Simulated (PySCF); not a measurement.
HCl3Si, triplet, geometry from GFN2-xTB (a higher spin typed on purpose: for a closed-shell molecule this is an excited state), with bond 5-1 at 2.4 times its length; CASCI(4,5)/6-31G (PySCF).

The PySCF input:
```python
from pyscf import gto, scf, mcscf
import numpy

mol = gto.M(
    atom='''
Si   -0.01373600    0.00808942   -0.23684390
Cl   -1.34272128   -1.61063559    0.06206999
Cl   -0.71511459    1.96663435    0.14785322
Cl    2.06462698   -0.35999819   -0.09282695
H     0.20368247   -0.11995291    3.51200926
''',
    basis='6-31g',
    spin=2,
    verbose=4,
)

mf = scf.ROHF(mol)
mf.kernel()
mc = mcscf.CASCI(mf, 5, 4)
mc.fix_spin_(ss=2.0)
mc.kernel()
occ = numpy.linalg.eigvalsh(mc.fcisolver.make_rdm1(mc.ci, mc.ncas, mc.nelecas))[::-1]
ss = mc.fcisolver.spin_square(mc.ci, mc.ncas, mc.nelecas)[0]
print('natural occupations', occ.round(4), ' <S^2>', round(ss, 4))
```

It wrote (shortened):

```
PySCF version 2.14.0

[INPUT] verbose = 4
[INPUT] num. atoms = 5
[INPUT] num. electrons = 66
[INPUT] charge = 0
[INPUT] spin (= nelec alpha-beta = 2S) = 2
[INPUT] symmetry False subgroup None
[INPUT] Mole.unit = angstrom
[INPUT] Symbol           X                Y                Z      unit          X                Y                Z       unit  Magmom
[INPUT]  1 Si    -0.013736000000   0.008089420000  -0.236843900000 AA   -0.025957278047   0.015286788307  -0.447570105274 Bohr   0.0
[INPUT]  2 Cl    -1.342721280000  -1.610635590000   0.062069990000 AA   -2.537375480825  -3.043660151577   0.117295281654 Bohr   0.0
[INPUT]  3 Cl    -0.715114590000   1.966634350000   0.147853220000 AA   -1.351370722781   3.716400308662   0.279402092435 Bohr   0.0
[INPUT]  4 Cl     2.064626980000  -0.359998190000  -0.092826950000 AA    3.901579541588  -0.680297984439  -0.175417512479 Bohr   0.0
[INPUT]  5 H      0.203682470000  -0.119952910000   3.512009260000 AA    0.384904084675  -0.226678147745   6.636735648336 Bohr   0.0

nuclear repulsion = 313.493650292347
number of shells = 30
number of NR pGTOs = 188
number of NR cGTOs = 54
basis = 6-31g
ecp = {}

******** <class 'pyscf.scf.rohf.ROHF'> ********
method = ROHF
initial guess = minao
damping factor = 0
level_shift factor = 0
DIIS = <class 'pyscf.scf.diis.CDIIS'>
diis_start_cycle = 1
diis_space = 8
diis_damp = 0
SCF conv_tol = 1e-09
SCF conv_tol_grad = None
SCF max_cycles = 50
direct_scf = True
direct_scf_tol = 1e-13
num. doubly occ = 32  num. singly occ = 2
Set gradient conv threshold to 3.16228e-05
init E= -1667.96352656597
  HOMO = -0.11255151983664  LUMO = 0.0127043483995415  gap/eV = 3.40839
cycle= 1 E= -1667.72374009039  delta_E= 0.24  |g|= 0.388  |ddm|= 2.27
  HOMO = -0.238888836146644  LUMO = -0.0564161675685682  gap/eV = 4.96533
cycle= 2 E= -1667.80002455384  delta_E= -0.0763  |g|= 0.185  |ddm|= 1.16
  HOMO = -0.1799531094466  LUMO = -0.00924130052039174  gap/eV = 4.64530
cycle= 3 E= -1667.8186833474  delta_E= -0.0187  |g|= 0.0317  |ddm|= 0.298
  HOMO = -0.174959031093812  LUMO = 0.000902550558927739  gap/eV = 4.78544
cycle= 4 E= -1667.82227175689  delta_E= -0.00359  |g|= 0.0159  |ddm|= 0.253
  HOMO = -0.175933940590748  LUMO = -0.000582329943261239  gap/eV = 4.77156
cycle= 5 E= -1667.82333744838  delta_E= -0.00107  |g|= 0.00522  |ddm|= 0.177
  HOMO = -0.174173792085707  LUMO = 7.64429474773287e-05  gap/eV = 4.74159
cycle= 6 E= -1667.82338912075  delta_E= -5.17e-05  |g|= 0.00202  |ddm|= 0.0335
  HOMO = -0.173911876381315  LUMO = 0.00018196614563748  gap/eV = 4.73733
cycle= 7 E= -1667.82339674714  delta_E= -7.63e-06  |g|= 0.000969  |ddm|= 0.0132
  HOMO = -0.173827637377081  LUMO = 0.000313921027248254  gap/eV = 4.73863
cycle= 8 E= -1667.82339876549  delta_E= -2.02e-06  |g|= 0.000255  |ddm|= 0.00605
  HOMO = -0.173773996156697  LUMO = 0.000249325628018715  gap/eV = 4.73542
cycle= 9 E= -1667.82339886651  delta_E= -1.01e-07  |g|= 7.47e-05  |ddm|= 0.00139
  HOMO = -0.173758208408493  LUMO = 0.000252198367058032  gap/eV = 4.73506
cycle= 10 E= -1667.82339887686  delta_E= -1.04e-08  |g|= 2.25e-05  |ddm|= 0.000555
  HOMO = -0.17376005493263  LUMO = 0.000248471524966876  gap/eV = 4.73501
cycle= 11 E= -1667.82339887747  delta_E= -6.11e-10  |g|= 5.69e-06  |ddm|= 6.58e-05
  HOMO = -0.173759865049657  LUMO = 0.000248959580163577  gap/eV = 4.73502
Extra cycle  E= -1667.8233988775  delta_E= -3.14e-11  |g|= 2.52e-06  |ddm|= 1.84e-05
converged SCF energy = -1667.8233988775

******** <class 'pyscf.mcscf.casci.CASCI'> ********
CAS (3e+1e, 5o), ncore = 31, nvir = 18
natorb = False
canonicalization = True
sorting_mo_energy = False
******** <class 'pyscf.fci.addons.SpinPenaltyFCISolver'> ********
max. cycles = 200
conv_tol = 1e-08
davidson only = True
linear dependence = 1e-12
level shift = 0.001
max iter space = 12
nroots = 1
pspace_size = 400
spin = None
Density matrix diagonal elements [1.99951229e+00 1.00000003e+00 1.00001392e+00 1.23964960e-04
 3.49794331e-04]
CASCI converged
CASCI E = -1667.82360707629  E(CI) = -2.97475908570755  S^2 = 2.0000000
natural occupations [1.9995e+00 1.0000e+00 1.0000e+00 3.0000e-04 1.0000e-04]  <S^2> 2.0
```
